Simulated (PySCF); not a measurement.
How methods differ on the ionisation energy of La⁵⁵⁺

La⁵⁵⁺ 1s2 (1S) → La⁵⁶⁺ 1s1 (2S), as a difference of total energies. Calculation: PySCF 2.14, in an even-tempered Gaussian basis (17 s from 130 bohr⁻², ratio 2.2; 7 p from 190 bohr⁻², ratio 2.4; 4 d from 580 bohr⁻², ratio 2.4; 3 f from 870 bohr⁻², ratio 2.4; 3 g from 1300 bohr⁻², ratio 2.4); scalar relativity by spin-free X2C-1e. Correlated levels: nothing frozen; virtual orbitals above 40 to 60 times the deepest correlated orbital energy dropped. The calculations carry no spin-orbit coupling.

```
                 method  ionisation energy (eV)  difference from reference (eV)
                    UHF                 45228.6                           +83.6
    MP2 (all electrons)                 45230.2                           +85.2
SCS-MP2 (all electrons)                 45230.6                           +85.6
   CCSD (all electrons)                 45230.2                           +85.2
```

Reference: 45145.0 eV (theoretical estimate listed by NIST; NIST Atomic Spectra Database, ionization energies).

For this ion Breit and QED terms and the two-electron picture change, all absent here, outweigh the differences among the correlated methods.

With two correlated electrons CCSD is exact in that space.
